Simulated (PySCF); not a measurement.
dichloro(silyloxy)silane (Cl₂H₄OSi₂), SMILES [SiH3]O[SiH](Cl)Cl.

Coordinates come from a ωB97X-D3(BJ)/def2-SVP optimisation. Other conformers were not sampled.

Two levels are set side by side: TDDFT-PBE/def2-SVPD (PySCF) and TDDFT-ωB97X/def2-SVPD (PySCF). Vertical, same geometry. The lowest singlet is HOMO→LUMO 97 % with PBE and HOMO→LUMO 55 %, HOMO−1→LUMO 11 %, HOMO−2→LUMO 10 %, HOMO−4→LUMO 10 % with the other functional; states are paired by order. Differences are taken from unrounded values.

```json
[
 {"quantity": "lowest singlet excitation (eV)", "TDDFT-ωB97X": "8.00", "TDDFT-PBE": "6.75", "TDDFT-PBE minus TDDFT-ωB97X": "-1.25"},
 {"quantity": "lowest triplet excitation (TDA) (eV)", "TDDFT-ωB97X": "7.64", "TDDFT-PBE": "6.51", "TDDFT-PBE minus TDDFT-ωB97X": "-1.13"}
]
```

A lower first singlet is the usual sign of a functional without exact exchange. Differences between two approximate levels are no errors against the true value.

Rough cost on one machine, each run with all the roots and properties that it gave: TDDFT-ωB97X against TDDFT-PBE about 9 times.
